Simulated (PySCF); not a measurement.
A structure optimised at ωB97X-D3(BJ)/def2-SVP, used in a PySCF frequency run:

```
Si
O 1 1.6651
H 2 0.9690 1 111.66
O 1 1.6681 2 114.03 3 -93.11
H 4 0.9634 1 116.79 2 -67.81
H 1 1.4887 2 106.78 3 145.83
O 3 2.1992 2 129.50 1 -19.60
H 7 0.9626 3 145.26 2 -164.66
Si 7 1.6919 8 118.48 3 -168.67
H 9 1.4941 7 111.24 8 -57.50
H 9 1.4969 10 107.19 7 -121.26
```
Charge 0, spin multiplicity 1.

Problem. Write its SMILES and formula.

Solution. O[SiH2][SiH](O)O, H6O3Si2

Problem. What are its rotational constants (standard atomic weights)?

Solution. 4.5313, 2.1099, 1.7116 GHz
